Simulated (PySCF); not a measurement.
C2H4N, SMILES [CH2]N=C, multiplicity 2.

Geometry optimised at B3LYP-D3(BJ)/def2-TZVP. The isomer is the one that the SMILES or the coordinates give; other isomers of the formula were not compared.

Two levels are set side by side: PBE/def2-TZVPD (PySCF) and M06-2X/def2-TZVPD (PySCF). Same geometry, gas phase. Differences are taken from unrounded values.

| quantity | M06-2X |
|---|---|
| α-spin orbital gap (eV) | 7.80 |
| β-spin orbital gap (eV) | 7.61 |
| dipole moment (D) | 1.59 |
| mean polarisability (bohr³) | 37.1 |

Q: What does PBE give, and how far is it from M06-2X? (The exact figures need the calculation; the answer reports its results.)

A: 
| quantity | PBE | PBE minus M06-2X |
|---|---|---|
| α-spin orbital gap (eV) | 4.02 | -3.78 |
| β-spin orbital gap (eV) | 2.52 | -5.09 |
| dipole moment (D) | 1.42 | -0.17 |
| mean polarisability (bohr³) | 38.4 | 1.3 |

Loosely held outer electrons make PBE densities more polarisable. Differences between two approximate levels are no errors against the true value.

Rough cost on one machine, each run with all the roots and properties that it gave: M06-2X against PBE within a factor of 2.
